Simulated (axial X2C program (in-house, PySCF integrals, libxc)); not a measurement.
# TeF⁻: bond constants with and without spin–orbit coupling

Computed with an axial X2C code built on PySCF integrals. Spin-free means the one-electron spin-free X2C Hamiltonian; two-component (2c) means X2C with spin–orbit coupling and atomic mean-field two-electron Coulomb and Gaunt terms, so the difference of the two also holds small scalar two-electron terms. Basis: Te dyall-acv3z [12s13p9d5f1g], F dyall-av3z [7s6p3d2f] (cores contracted in-house); Gaussian nuclei, density fitting, unrestricted open shells. Masses: Te 129.906 u, F 18.998 u.

State, spin-free: M_S = 0, Λ = 0 (closed shell); electrons by block: σα: 13, σβ: 13, π+α: 7, π+β: 7, π-α: 7, π-β: 7, δ+α: 2, δ+β: 2, δ-α: 2, δ-β: 2. Fragments: Te + F-.

State, 2c: Ω = 0 (closed shell); electrons by block: 1/2: 20, -1/2: 20, 3/2: 9, -3/2: 9, 5/2: 2, -5/2: 2. Fragments: Te + F-.

| Hamiltonian | level | Re (Å) | ωe (cm⁻¹) | Be (cm⁻¹) | De (eV) | k (mdyn/Å) | μ (D) |
| --- | --- | --- | --- | --- | --- | --- | --- |
| spin-free | PBE0 | 1.993 | 512.8 | 0.256 | 2.61 | 2.57 | -1.28 |
| spin-free | HF | 1.964 | 545.6 | 0.2636 | 1.82 | 2.91 | -1.45 |
| spin-free | MP2 | 2.002 | 512.5 | 0.2538 | 2.39 | 2.57 | n/a |
| spin-free | CCSD | 1.996 | 514.9 | 0.2553 | 2.49 | 2.59 | n/a |
| spin-free | CCSD(T) | 2.005 | 503.3 | 0.2529 | n/a | 2.47 | n/a |
| spin-free | M06 | 2.000 | 495.0 | 0.2541 | 2.61 | 2.39 | -1.34 |
| 2c | PBE0 | 2.004 | 494.0 | 0.2533 | 2.41 | 2.38 | -1.39 |
| 2c | HF | 1.973 | 528.3 | 0.2613 | n/a | 2.73 | -1.55 |
| 2c | MP2 | 2.011 | 496.3 | 0.2514 | 2.15 | 2.41 | n/a |
| 2c | CCSD | 2.006 | 498.4 | 0.2529 | 2.24 | 2.43 | n/a |
| 2c | CCSD(T) | 2.015 | 486.7 | 0.2505 | n/a | 2.31 | n/a |
| 2c | M06 | 2.013 | 471.8 | 0.2509 | 2.31 | 2.17 | -1.47 |

Correlated methods: 14 electrons correlated (number of frozen shells: Te 4 s, 3 p, 2 d; F 1 s), 276 virtual spin orbitals or spinors in MP2, 90 natural virtuals in coupled cluster.

Dipoles are positive if F is the positive end and refer to the centre of mass.

The state is one determinant whose occupation by symmetry is held fixed; it was picked as the lowest of a PBE0 search that is not exhaustive. The closed shell is kept restricted, so the energy runs too high when the bond is stretched far. Dissociation energies refer to the lowest single-determinant-based atoms at the same level and basis. De is not given where an atomic determinant may have missed its ground term or J level, or where the truncated virtual space spoils (T). CCSD and (T) use frozen natural virtuals with an MP2 correction for the truncation; (T) itself is uncorrected, so its De runs slightly low. Without a current term, density functionals place determinants with orbital angular momentum somewhat too high. The highest occupied level of some functionals is positive through self-interaction error; at Hartree–Fock it is bound. With the outer-core shells frozen, correlated bond lengths of heavy atoms tend to come out a few hundredths of an ångström too long. Hartree–Fock gets electron affinities wrong, so its lowest charge split need not be the true one.

Rough cost a point (2c) on 1 thread(s) of a shared host, integrals apart: PBE0 0.5 s, HF 0.3 s, CCSD(T) 6 s, M06 0.8 s.

The whole task took 2.7 min on 1 thread of Arm Neoverse V1, with other jobs on the host.
